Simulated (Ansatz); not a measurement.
`[SiH3]C[CH2][InH2]` → `C[CH2][InH2]` + `[SiH2]` at 700 K and 1 bar (silylene formation by 1,1-elimination).

Calculated with Ansatz (gas phase, PBE0-D4/def2-TZVP geometries, no zero-point term in ΔE). CCSD(T)/CBS is the MP2 limit (def2-TZVPP, def2-QZVPP) plus CCSD(T) − MP2 in def2-TZVPP, frozen cores. This one scheme is used for every species. def2 core potentials past Kr. For In outer-core shells are correlated without core-valence functions, which leaves a few kJ/mol of doubt a bond. One conformer a species, not always the lowest.

| species | CCSD(T)/CBS energy (Eh) | H − E (kJ/mol) | S (J/(mol·K)) |
| --- | --- | --- | --- |
| `[SiH3]C[CH2][InH2]` | -560.37565 | 330.7 | 506.4 |
| `C[CH2][InH2]` | -270.09414 | 266.2 | 430.3 |
| `[SiH2]` | -290.19011 | 56.3 | 240.4 |

H − E and S are ideal-gas, rigid-rotor, harmonic terms from PBE0-D4/def2-TZVP, for one conformer and one mirror image of each species. 1 Eh = 2625.50 kJ/mol, R = 8.31446 J/(mol·K).

**Question.** By hand: ΔE, ΔH, ΔS and ΔG.

**Answer.** ΔE = (-270.09414) + (-290.19011) − (-560.37565) = 0.09140 Eh = 240.0 kJ/mol. Δ(H − E) = 266.2 + 56.3 − 330.7 = -8.2, so ΔH = 231.8 kJ/mol. ΔS = 430.3 + 240.4 − 506.4 = 164.3 J/(mol·K). ΔG = 231.8 − 700 × (164.3)/1000 = 116.8 kJ/mol.

**Question.** By hand: the equilibrium constant, and the temperature at which ΔG would vanish if ΔH and ΔS stayed fixed.

**Answer.** log₁₀ K = −ΔG/(RT ln 10) = -8.7. ΔG = 0 at ΔH/ΔS = 1411 K.

The number of gas molecules changes by +1, which sets the sign of ΔS. A doubt of 5 kJ/mol in ΔE shifts log₁₀ K by 0.4 here. Other conformers and mirror images would add mixing entropy, several J/(mol·K) or more a flexible species. These are equilibria of isolated gas molecules and say nothing of rates. Largest T1 diagnostic: 0.014 (customary marks: 0.02 for closed shells, 0.045 for open ones).
